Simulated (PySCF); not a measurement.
Compound: C₅H₁₀FS (doublet state).
Z-matrix (Å and degrees, GFN2-xTB geometry), rows numbered from 1:
```
C 
C   1  1.5166
S   2  1.8229  1  112.71
C   3  1.9237  2  101.22  1    76.22
C   4  1.4354  3  109.69  2    87.26
C   5  1.4813  4  123.15  3   -88.27
F   6  1.3755  5  112.40  4   -21.77
H   1  1.0877  2  110.41  3    54.50
H   1  1.0878  2  111.04  3   -66.05
H   1  1.0883  2  109.75  3   174.51
H   2  1.0901  1  110.99  3  -116.68
H   2  1.0885  1  111.41  3   121.73
H   4  1.0858  3  101.75  2  -152.05
H   4  1.0855  3  104.43  2   -35.69
H   5  1.0767  4  119.74  3    77.21
H   6  1.1049  5  112.54  4    97.87
H   6  1.0990  5  110.91  4  -141.15
```

The hyperfine couplings belong to this conformer and change with its torsions.

Identity: `C([CH]CSCC)F` [radical].

Method: UKS B3LYP, pcH-1 on C F H S, non-relativistic, mean-field spin-orbit, GIAO (PySCF 2.14.0). Geometry: GFN2-xTB, one conformer, isolated molecule. The geometry wasn't refined by DFT: couplings that depend on bond lengths, twists or pyramidal angles can differ widely from those at the functional's own minimum. Stability of the SCF solution: not tested.

**Question.** Match the computed a_iso(13C) values +84.5, -35.3, -22.5, -3.0, +1.4 MHz with the sites C1; C2; C4; C5; C6.

**Answer.** 
```tsv
site	a_iso (MHz)	ρ(0) (bohr⁻³)	position	distance from C5 (Å)	spin population	largest |T| (MHz)
C1	+1.4	+0.0013	4 bonds from C5	4.41	0.00	0.5
C2	-3.0	-0.0027	3 bonds from C5	3.52	0.00	1.2
C4	-22.5	-0.0200	1 bond from C5	1.44	-0.10	6.7
C5	+84.5	+0.0751	largest spin population	0.00	+0.91	149.0
C6	-35.3	-0.0314	1 bond from C5	1.48	-0.07	2.9
```

**Question.** The isotropic 1H couplings, averaged over equivalent nuclei, are +99.6, -54.5, +25.9, +9.8, +0.2 MHz. Assign them to H8/H9/H10; H11/H12; H13/H14; H15; H16/H17.

**Answer.** 
```csv
site,a_iso (MHz),ρ(0) (bohr⁻³),position,distance from C5 (Å),bound to,spin population there,largest |T| (MHz)
H8/H9/H10,+0.2,0.0000,5 bonds from C5,4.76,C1,0.00,1.6
H11/H12,+9.8,+0.0022,4 bonds from C5,3.73,C2,0.00,3.0
H13/H14,+25.9,+0.0058,"β, 2 bonds from C5",2.12,C4,-0.10,8.2
H15,-54.5,-0.0122,"α, 1 bond from C5",1.08,C5,+0.91,35.9
H16/H17,+99.6,+0.0223,"β, 2 bonds from C5",2.15,C6,-0.07,8.2
```

ρ(0) is the spin density at the nucleus and T the dipolar tensor; a_iso includes a spin–orbit part; entries for several nuclei are means. The largest Mulliken spin populations are on C5 (+0.91), S3 (+0.19), C4 (-0.10) and C6 (-0.07). The angles at C5 add up to 358.5°, so it is planar; its axial dipolar tensor and the negative coupling of its proton fit spin in a p orbital normal to that plane.

β density exceeds α density at some nuclei, such as C6 (-0.0314), C4 (-0.0200) and H15 (-0.0122), spin density in bohr⁻³. In a single determinant that takes different orbitals for the two spins, that is spin polarisation.

Class means assume fast exchange of nuclei equivalent by connectivity; if that motion is slow, each nucleus keeps its own coupling. The 1H value of +99.6 MHz is a mean of couplings from 77.1 to 122.2 MHz in this one geometry, not an average over conformers. The 1H value of +25.9 MHz is a mean of couplings from 18.1 to 33.6 MHz in this one geometry, not an average over conformers.

Hardware: Intel Xeon 6975P-C, one thread, no GPU (shared host). Cost: 64 s of wall time (grids of density and orbitals included), 0.96 GiB resident at most.
